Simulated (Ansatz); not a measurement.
Reaction (formal exchange of groups at the Si–C bond): `C=C(S)[SiH2][SiH3]` + `BS` → `[SiH3][SiH2]BS` + `C=CS`

Gas-phase electronic energies from Ansatz, PBE0-D4/def2-TZVP geometries. CBS: MP2 limit from def2 TZ/QZ plus the TZ coupled-cluster correction, frozen cores. This one scheme is used for every species. Functionals use def2-TZVPP. One conformer a species, not always the lowest.

Task: Is it downhill or uphill in electronic energy at CCSD(T)/CBS, and by how much? (Estimate.)

Result: Computed: Uphill: ΔE = +7.2 kJ/mol.

Task: What do these levels give: r2SCAN-D4, PBE0-D4, ωB97X-V, ωB97M-V, PBE, r2SCAN, MP2/def2-TZVPP, SCS-MP2/def2-TZVPP, CCSD(T)/def2-TZVPP, HF/def2-QZVPP, MP2/def2-QZVPP, HF/CBS(def2)? (An estimate is asked.)

Result: Computed: r2SCAN-D4 1.0, PBE0-D4 -0.4, ωB97X-V 5.8, ωB97M-V 8.6, PBE -7.0, r2SCAN -0.1, MP2/def2-TZVPP 14.9, SCS-MP2/def2-TZVPP 14.1, CCSD(T)/def2-TZVPP 7.1, HF/def2-QZVPP 9.2, MP2/def2-QZVPP 15.1, HF/CBS(def2) 9.2 kJ/mol.

Largest T1 diagnostic among the species: 0.016.

The D4 term adds +6.7 kJ/mol with B3LYP and +3.7 kJ/mol with PBE0; it sums over pairs of atoms, weighted by their polarisabilities, and B3LYP, whose exchange is more repulsive, gets the larger term.

B3LYP here is the variant with VWN-RPA as its local correlation; programs differ in this.
